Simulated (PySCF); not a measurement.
Dipole response of Ag²⁺ (silver, charge +2)

[Kr] 4d9, 2D determinant. Calculation: PySCF 2.14, in x2c-QZVPPall with one added diffuse shell each of s, p, d, f, g type (14s9p8d5f3g, 143 functions); the spin-free X2C one-electron Hamiltonian (Gaussian nucleus). Coupled (time-dependent) response in atomic units; α is the mean over directions.

| method | mean α (bohr³) | α xx, yy, zz | C₆ (like pair) | S(−4) |
| --- | --- | --- | --- | --- |
| BLYP | 6.314 | 6.188, 6.188, 6.566 | 32.90 | 9.417 |

S(−4) is the Cauchy moment in α(ω) = α(0) + S(−4) ω² + …

Spin-orbit coupling is absent.

α(iu) at BLYP:

| u (hartree) | α(iu) (bohr³) |
| --- | --- |
| 0 | 6.314 |
| 0.0500 | 6.291 |
| 0.100 | 6.222 |
| 0.200 | 5.974 |
| 0.300 | 5.627 |
| 0.500 | 4.859 |
| 0.750 | 4.004 |
| 1.00 | 3.326 |
| 1.50 | 2.374 |
| 2.00 | 1.761 |
| 3.00 | 1.061 |
| 5.00 | 0.4965 |

For an ion, C₆ is the dispersion term alone; charge-induced terms of lower order in 1/R come first.

The components differ because the open shell of this determinant is not spherical; for a pure term their mean is the scalar polarisability.
